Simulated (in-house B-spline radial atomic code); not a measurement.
## RPA and G0W0 on HSE06: Ar8+

Configuration [He] 2s2 2p6, mean-field start HSE06. Computed with a B-spline radial code for spherical atoms: all electrons, scalar-relativistic (spin-free one-electron X2C), finite nucleus, each spin shell either full or empty, empty states to l = 9 with an (l + 1/2)⁻⁴ tail; G0W0 by contour deformation at full frequency.

Command:
```bash
python run_gw.py task.json out
```
Settings (radii: box in bohr, nucleus in fm):
```
Z                        18
electrons                10
configuration            [He] 2s2 2p6
hamiltonian              x2c
method                   hse06
lmax                     9
rms_radius               3.4274
spin_polarised           False
box_radius               7.7
intervals                67
```

Cost of the run: 0.8 s on 1 thread of Arm Neoverse V2, with other jobs on the host.

Energies (hartree):

| term | value |
| --- | --- |
| mean-field total | -508.01338 |
| Hartree-Fock functional on these orbitals | -507.74517 |
| direct second order | -0.65866 |
| second-order exchange | 0.23304 |
| SOSEX correction | 0.22207 |

Problem. What is the RPA correlation energy, and what remains with SOSEX?

Solution. RPA gives -0.61467 hartree (-1.67 eV per electron); RPA + SOSEX gives -0.3926, and the second-order doubles -0.42562 hartree (no singles). SOSEX takes back 36 % of the RPA value.

Quasi-particle levels (eV):

| level | occupied | mean field | Σx - vxc | Σc | QP weight | G0W0 |
| --- | --- | --- | --- | --- | --- | --- |
| 2p | yes | -402.53 | -22.62 | ? | ? | ? |
| 2s | yes | -470.92 | -29.77 | 4.40 | 0.981 | -496.30 |
| 1s | yes | -3324.17 | -90.94 | 25.17 | 0.938 | -3389.95 |
| 3s | no | -150.16 | 7.44 | -0.71 | 0.998 | -143.43 |

G0W0 = mean field + (Σx - vxc) + Σc, with Σc (partial-wave tail included) taken at the quasi-particle energy.

Problem. Where does G0W0 put 2p?

Solution. At -423.23 eV, with Σc = 1.92 eV and a quasi-particle weight of 0.985. The tabulated removal energy is 422.6 ± 0.06 eV (NIST, semi-empirical); the calculation leaves out spin-orbit coupling, Breit and QED terms, and what these don't explain is the method's own error.
